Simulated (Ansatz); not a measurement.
Mulliken charges of C$_{4}$H$_{4}$BrN, SMILES `Brc1ccc[nH]1` from ωB97M-V/def2-TZVPP in Ansatz (PBE0-D4/def2-TZVP geometry).

```
atom   x (Å)   y (Å)   z (Å)  charge (e)
 Br1   1.591   0.324  -2.449      -0.014
  C2   0.603   0.038  -0.899       0.013
  C3   0.343  -1.118  -0.214      -0.160
  C4  -0.461  -0.752   0.894      -0.178
  C5  -0.658   0.603   0.840      -0.066
  N6  -0.003   1.075  -0.261      -0.112
  H7   0.691  -2.102  -0.481       0.128
  H8  -0.852  -1.416   1.649       0.120
  H9  -1.207   1.266   1.489       0.143
 H10   0.036   2.031  -0.564       0.127
```

Question: By hand: the dipole of these point charges (1 e Å = 4.8032 D).

Answer: Σ q r = (-0.125, 0.148, 0.149) e Å, of length 0.244 e Å = 1.17 D.

Question: How does the dipole of the full density compare? (An estimate is asked.)

Answer: Ansatz gave: (-0.148, 0.310, 0.141) e Å, 1.78 D; the point charges give 0.66 times that, at 20° from its direction.

Point charges leave out the atoms' own dipoles, such as those of lone pairs, and Mulliken's split depends on the basis, so the two needn't agree.
